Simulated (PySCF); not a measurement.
Simulated absorption spectrum

Species: BiH2Me, CH5Bi.
SMILES: `[CH3][BiH2]`

Method used: TDDFT CAM-B3LYP/def2-SVPD, vertical, gas phase, core orbitals frozen in the response, def2 core potentials past Kr in PySCF. Geometry: PBE0-D3(BJ)/def2-SVP; no solvent, vibrations or thermal averaging. Spin–orbit coupling is left out.

Each state is given a Gaussian of 0.5 eV full width at half maximum, with ε(max) = 2.175×10⁸ f / Δν̃ (Δν̃ the width in cm⁻¹). The width is an assumption, not a result. The curve ends short of the highest state used, and states not computed would add to its high-energy end.

```csv
E (eV),ε (L mol⁻¹ cm⁻¹)
5.06,8
5.17,44
5.28,186
5.39,607
5.50,1549
5.61,3148
5.72,5301
5.83,7789
5.94,10358
6.04,12202
6.15,12593
6.26,10609
6.37,7076
6.48,3746
6.59,1816
6.70,1444
6.81,2199
6.92,3401
7.02,4278
7.13,4874
7.24,6137
7.35,9972
7.46,17327
7.57,26606
```

Question: Locate the maxima and give the states behind the curve.

Answer: 203 nm (6.12 eV), ε about 13000, made up of S1 (13%), S2 (22%) and S3 (66%) (ε in L mol⁻¹ cm⁻¹; maxima over ε = 5, shares over 10%). At its high-energy end, 7.57 eV, the curve is still rising (ε about 27000, from S7 and S8). The states used: S1 5.81 eV (f 0.081); S2 6.14 eV (f 0.052); S3 6.16 eV (f 0.159); S4 7.06 eV (f 0.075); S5 7.10 eV (f 0.0009); S6 7.57 eV (f 0.0037); S7 7.67 eV (f 0.439); S8 7.94 eV (f 0.390); S9 8.10 eV (f 0.040); S10 8.17 eV (f 0.055).

Question: On this curve, what absorbance would a 10⁻³ mol/L sample give at 193 nm over a 1 cm path?

Answer: 193 nm is 6.424 eV, where ε is about 5300 L mol⁻¹ cm⁻¹, so A = ε c l ≈ 5.3 (Beer–Lambert, with the gas-phase spectrum and the assumed width).

Question: What would ε be at 6.12 eV, the highest of these maxima, with half the width (0.25 eV)?

Answer: About 21400 L mol⁻¹ cm⁻¹ against 12700, a factor of about 1.7; a lone state at its own centre would give exactly 2.

Question: Coming from long wavelengths, where does ε first pass 100 L mol⁻¹ cm⁻¹?

Answer: At about 237 nm (5.23 eV), 0.58 eV below S1.

All these states lie below the vertical ionisation energy of 9.42 eV (ΔSCF).
